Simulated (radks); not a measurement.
Question: Species: P3+. Configuration: [Ne] 3s2. Method: Dirac Kohn-Sham, BLYP, spin-unpolarised, spherical densities, point nucleus; speed of light set to 116.481 atomic units (0.85 times the physical value, a model run); computed with a radial shooting solver on a logarithmic mesh with Libxc functionals. Some entries of the table are withheld. Estimate them.

| orbital | occ. | eigenvalue (hartree) | <1/r> (bohr^-1) |
|---|---|---|---|
| 1s1/2 | 2 | -78.18906 | 14.68 |
| 2s1/2 | 2 | -7.81191 | 2.838 |
| 2p1/2 | 2 | (1) | (2) |
| 2p3/2 | 4 | (3) | (4) |
| 3s1/2 | 2 | (5) | 0.8292 |

Answer: 
(1) 2p1/2 eigenvalue (hartree): -6.02336
(2) 2p1/2 <1/r> (bohr^-1): 2.739
(3) 2p3/2 eigenvalue (hartree): -5.97608
(4) 2p3/2 <1/r> (bohr^-1): 2.716
(5) 3s1/2 eigenvalue (hartree): -1.67671
